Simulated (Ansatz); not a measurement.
Isomers of C$_{2}$H$_{2}$Se, relaxed with PBE0-D4/def2-TZVP in Ansatz; electronic energies, one conformer each and not always the lowest. Functionals use def2-TZVPP; CBS adds triple-zeta CCSD(T) − MP2 to the MP2 limit of def2-TZVPP and def2-QZVPP.

Outer-core shells of Se are correlated without core-valence functions. Scalar relativity is left out up to krypton. Spin–orbit coupling is left out.

**Question.** Order them by energy at frozen-core CCSD(T)/CBS, lowest first. (An estimate is asked.)
A. `C#C[SeH]`
B. `C1=C[Se]1`
C. `C=C=[Se]`

**Answer.** C (0.0 kcal/mol), A (13.4 kcal/mol), B (22.7 kcal/mol).

**Question.** How do ωB97M-V, B3LYP-D4, HF/CBS(def2), PBE0-D4 place them (kcal/mol, against `C=C=[Se]`)? (Estimate.)

**Answer.** Ansatz gave: 
```
     isomer  ωB97M-V  B3LYP-D4  HF/CBS(def2)  PBE0-D4
`C1=C[Se]1`     21.8      26.1          24.2     23.3
 `C#C[SeH]`     13.0      16.3           9.5     16.3
```

B3LYP here is the variant with VWN-RPA as its local correlation; programs differ in this.
